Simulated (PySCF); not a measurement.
Computed IR spectrum (relative IR intensity) of a molecule C3H9AlO. The structure is a stationary point at PBE-D3(BJ)/def2-SVP. One conformer was computed; it need not be the lowest. These are PBE-D3(BJ)/def2-SVP (PySCF) values and carry that method's errors. Frequencies are harmonic and unscaled.

Lines under 2 % of the strongest are left out, and lines within 2 cm⁻¹ are merged.

| ν (cm⁻¹) | relative intensity |
|---|---|
| 204 | 3.0 |
| 382 | 3.2 |
| 424 | 18 |
| 553 | 6.9 |
| 632 | 35 |
| 654 | 34 |
| 686 | 2.8 |
| 758 | 72 |
| 929 | 11 |
| 1070 | 3.7 |
| 1131 | 14 |
| 1162 | 12 |
| 1168 | 100 |
| 1266 | 3.8 |
| 1361 | 16 |
| 1403 | 2.6 |
| 1447 | 2.0 |
| 1862 | 67 |
| 2898 | 27 |
| 2951 | 16 |
| 2968 | 6.4 |
| 3060 | 11 |
| 3068 | 6.9 |

Question: Which structure fits?
(A) C[CH](C)[AlH][OH]
(B) CC[CH2][AlH][OH]
(C) CC[O][AlH][CH3]
(D) C[CH2][AlH][O]C

Answer: C, CC[O][AlH][CH3]
